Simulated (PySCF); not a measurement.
**Solvent effects on NMR parameters**

Atom-mapped SMILES (the numbers label the heavy atoms): `[BH2:1][c:2]1[cH:3][cH:4][c:5]([N:6]([CH3:7])[CH3:8])[cH:9][cH:10]1` (H(Xn): hydrogen on atom n).

GIAO PBE0/pcSseg-1 in PySCF 2.14 on one PBE0-D3(BJ)/def2-SVP conformer, non-relativistic, equivalent nuclei averaged. Solvents enter as an IEF-PCM continuum (chloroform with ε = 4.7, tetrahydrofuran with ε = 7.4) around the gas-phase geometry. Shifts are referred to BF3·OEt2, TMS computed in the same medium.

In chloroform, δ in ppm: B1 66.8, C5 157.3, C3/C10 152.2, C2 137.0, C4/C9 114.3, C7/C8 42.0, H(C3)/H(C10) 8.02, H(C4)/H(C9) 6.70, H(B1) 6.61, H(C7)/H(C8) 3.13. Dipole moment 6.79 D.

(1) How does each δ change in the more polar medium?

(2) Which of the listed nuclei move most (in ppm), and what does the model miss? (N and O are left out, as their reference compounds move with the solvent too.)

Answers

(1) 
| atoms | environment | Δδ, tetrahydrofuran |
| --- | --- | --- |
| B1 | boron bonded to C, 2 H | -0.3 |
| C5 | aromatic carbon bearing nitrogen | +0.3 |
| C3/C10 | aromatic CH | 0.0 |
| C2 | substituted aromatic carbon | 0.0 |
| C4/C9 | aromatic CH | +0.3 |
| C7/C8 | methyl carbon bonded to N | +0.1 |
| H(C3)/H(C10) | hydrogen on an aromatic CH | 0.00 |
| H(C4)/H(C9) | hydrogen on an aromatic CH | +0.04 |
| H(B1) | hydrogen on a boron bonded to C | -0.03 |
| H(C7)/H(C8) | hydrogen on a methyl carbon bonded to N | +0.02 |

Changes are relative to chloroform. The dipole moment becomes 7.02 D in tetrahydrofuran.

(2) B1 (boron bonded to C, 2 H, -0.3 ppm) and C5 (aromatic carbon bearing nitrogen, +0.3 ppm) and C4/C9 (aromatic CH, +0.3 ppm) in tetrahydrofuran. A continuum only polarises the solute; specific hydrogen bonds, the anisotropy of aromatic solvents and changes of geometry or conformer are outside it.
